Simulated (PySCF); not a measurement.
C7H8O, charge -1, doublet, geometry from GFN2-xTB (a state made from the parent by changing its charge; the spin is typed, not shown lowest), with bond 13-5 at 1.8 times its length; PBE/STO-3G (PySCF).

PySCF was given this input:
```python
from pyscf import gto, scf, dft

mol = gto.M(
    atom='''
C    -2.77121118    0.23994044   -0.12958900
O    -1.72656556   -0.47586576   -0.69640917
C    -0.41480403   -0.18609183   -0.23796529
C     0.57638089   -0.93693092   -0.84633274
C     1.95745203   -0.72101169   -0.45145035
C     2.23818130    0.22105693    0.51308302
C     1.24591567    0.96727554    1.11675891
C    -0.14392109    0.75840415    0.72765808
H    -3.69040157   -0.11864350   -0.60395580
H    -2.84707108    0.07724334    0.95580377
H    -2.68021740    1.32166249   -0.30819494
H     0.32250921   -1.66874338   -1.60032154
H     3.36796178   -1.77175759   -1.29972618
H     3.27619734    0.38445309    0.81097107
H     1.47210552    1.70835316    1.87621521
H    -0.90962762    1.35150459    1.21049448
''',
    basis='sto-3g',
    charge=-1,
    spin=1,
    verbose=4,
)

mf = dft.UKS(mol)
mf.xc = 'pbe'
mf.kernel()
mo_i, mo_e, stable_i, stable_e = mf.stability(internal=True, external=False, return_status=True, nroots=6, tol=1e-6)
print('internally stable:', stable_i, ' externally stable:', stable_e)
if not stable_i:
    umf = mf.copy()
    umf.scf_summary = {}
    umf.kernel(umf.make_rdm1(mo_i, mf.mo_occ))
```

What the program printed (banner, timings and long lists left out):

```
PySCF version 2.14.0

[INPUT] verbose = 4
[INPUT] num. atoms = 16
[INPUT] num. electrons = 59
[INPUT] charge = -1
[INPUT] spin (= nelec alpha-beta = 2S) = 1
[INPUT] symmetry False subgroup None
[INPUT] Mole.unit = angstrom
[INPUT] Symbol           X                Y                Z      unit          X                Y                Z       unit  Magmom
[...]
nuclear repulsion = 340.666740822882
number of shells = 32
number of NR pGTOs = 144
number of NR cGTOs = 48
basis = sto-3g
ecp = {}

******** <class 'pyscf.dft.uks.UKS'> ********
method = UKS
initial guess = minao
damping factor = 0
level_shift factor = 0
DIIS = <class 'pyscf.scf.diis.CDIIS'>
diis_start_cycle = 1
diis_space = 8
diis_damp = 0
SCF conv_tol = 1e-09
SCF conv_tol_grad = None
SCF max_cycles = 50
direct_scf = True
direct_scf_tol = 1e-13
number electrons alpha = 30  beta = 29
XC library pyscf.dft.libxc version 7.1.2
    S. Lehtola, C. Steigemann, M. J. T. Oliveira, and M. A. L. Marques,  SoftwareX 7, 1–5 (2018)
XC functionals = pbe
    J. P. Perdew, K. Burke, and M. Ernzerhof,  Phys. Rev. Lett. 77, 3865 (1996)
    J. P. Perdew, K. Burke, and M. Ernzerhof,  Phys. Rev. Lett. 78, 1396 (1997)
    J. P. Perdew, K. Burke, and M. Ernzerhof,  Phys. Rev. Lett. 77, 3865 (1996)
    J. P. Perdew, K. Burke, and M. Ernzerhof,  Phys. Rev. Lett. 78, 1396 (1997)
radial grids:
    Treutler-Ahlrichs [JCP 102, 346 (1995); DOI:10.1063/1.469408] (M4) radial grids

becke partition: Becke, JCP 88, 2547 (1988); DOI:10.1063/1.454033
pruning grids: <function nwchem_prune>
grids dens level: 3
symmetrized grids: False
atomic radii adjust function: <function treutler_atomic_radii_adjust>
small_rho_cutoff = 0
Set gradient conv threshold to 3.16228e-05
tot grids = 191376
init E= -342.866496235929

cycle= 1 E= -341.583532130965  delta_E= 1.28  |g|= 0.361  |ddm|=    4
cycle= 2 E= -341.169338283039  delta_E= 0.414  |g|= 0.803  |ddm|= 2.37
cycle= 3 E= -341.636395724109  delta_E= -0.467  |g|= 0.258  |ddm|= 2.17
cycle= 4 E= -341.584237208324  delta_E= 0.0522  |g|= 0.272  |ddm|= 1.95
cycle= 5 E= -341.670875837679  delta_E= -0.0866  |g|= 0.115  |ddm|= 1.93
cycle= 6 E= -341.616027285956  delta_E= 0.0548  |g|= 0.211  |ddm|= 1.92
cycle= 7 E= -341.67614388942  delta_E= -0.0601  |g|= 0.101  |ddm|= 1.92
cycle= 8 E= -341.612947703355  delta_E= 0.0632  |g|= 0.212  |ddm|= 1.91
cycle= 9 E= -341.614714241947  delta_E= -0.00177  |g|= 0.212  |ddm|= 0.0364
cycle= 10 E= -341.613784777716  delta_E= 0.000929  |g|= 0.208  |ddm|= 0.062
[...]
SCF not converged.
<class 'pyscf.dft.uks.UKS'> wavefunction has an internal instability
internally stable: False  externally stable: None
[...]
cycle= 19 E= -341.614707133074  delta_E= -0.00217  |g|= 0.22  |ddm|= 0.0746
cycle= 20 E= -341.620068477399  delta_E= -0.00536  |g|= 0.239  |ddm|= 1.95
cycle= 21 E= -341.658720790567  delta_E= -0.0387  |g|= 0.163  |ddm|= 0.256
cycle= 22 E= -341.676017781311  delta_E= -0.0173  |g|= 0.131  |ddm|= 0.519
cycle= 23 E= -341.675521652639  delta_E= 0.000496  |g|= 0.108  |ddm|= 0.453
cycle= 24 E= -341.610345270412  delta_E= 0.0652  |g|= 0.237  |ddm|= 1.93
cycle= 25 E= -341.606755068225  delta_E= 0.00359  |g|= 0.235  |ddm|= 0.0866
cycle= 26 E= -341.606768090961  delta_E= -1.3e-05  |g|= 0.235  |ddm|= 0.0171
cycle= 27 E= -341.608701706834  delta_E= -0.00193  |g|= 0.232  |ddm|= 0.048
cycle= 28 E= -341.607104962445  delta_E= 0.0016  |g|= 0.233  |ddm|= 0.0389
cycle= 29 E= -341.679278190938  delta_E= -0.0722  |g|= 0.0935  |ddm|= 1.92
cycle= 30 E= -341.614051456239  delta_E= 0.0652  |g|= 0.212  |ddm|= 1.91
cycle= 31 E= -341.61717311219  delta_E= -0.00312  |g|= 0.204  |ddm|= 0.0478
cycle= 32 E= -341.67715690971  delta_E= -0.06  |g|= 0.0994  |ddm|= 1.91
cycle= 33 E= -341.680754269301  delta_E= -0.0036  |g|= 0.0822  |ddm|= 0.193
cycle= 34 E= -341.616314882707  delta_E= 0.0644  |g|= 0.214  |ddm|= 1.92
cycle= 35 E= -341.614303633695  delta_E= 0.00201  |g|= 0.218  |ddm|= 0.0202
cycle= 36 E= -341.603139150155  delta_E= 0.0112  |g|= 0.239  |ddm|= 0.213
cycle= 37 E= -341.594118761242  delta_E= 0.00902  |g|= 0.256  |ddm|= 0.0715
cycle= 38 E= -341.604953057356  delta_E= -0.0108  |g|= 0.232  |ddm|= 0.102
cycle= 39 E= -341.605154882619  delta_E= -0.000202  |g|= 0.232  |ddm|= 0.051
cycle= 40 E= -341.603459123863  delta_E= 0.0017  |g|= 0.235  |ddm|= 0.0153
cycle= 41 E= -341.607599702926  delta_E= -0.00414  |g|= 0.223  |ddm|= 0.0703
cycle= 42 E= -341.586167794273  delta_E= 0.0214  |g|= 0.322  |ddm|= 1.96
cycle= 43 E= -341.647954074688  delta_E= -0.0618  |g|= 0.206  |ddm|= 0.275
cycle= 44 E= -341.674013359192  delta_E= -0.0261  |g|= 0.125  |ddm|= 0.226
cycle= 45 E= -341.616330253329  delta_E= 0.0577  |g|= 0.22  |ddm|= 1.92
cycle= 46 E= -341.622293584237  delta_E= -0.00596  |g|= 0.213  |ddm|= 0.58
cycle= 47 E= -341.6813691908  delta_E= -0.0591  |g|= 0.0833  |ddm|= 1.84
cycle= 48 E= -341.58528300003  delta_E= 0.0961  |g|= 0.267  |ddm|= 1.92
cycle= 49 E= -341.573528426317  delta_E= 0.0118  |g|= 0.288  |ddm|= 0.0626
cycle= 50 E= -341.580417037282  delta_E= -0.00689  |g|= 0.281  |ddm|= 0.0456
SCF not converged.
SCF energy = -341.580417037282 after 50 cycles  <S^2> = 0.79702464  2S+1 = 2.0464844
```

The run did not converge; its last values are not results.
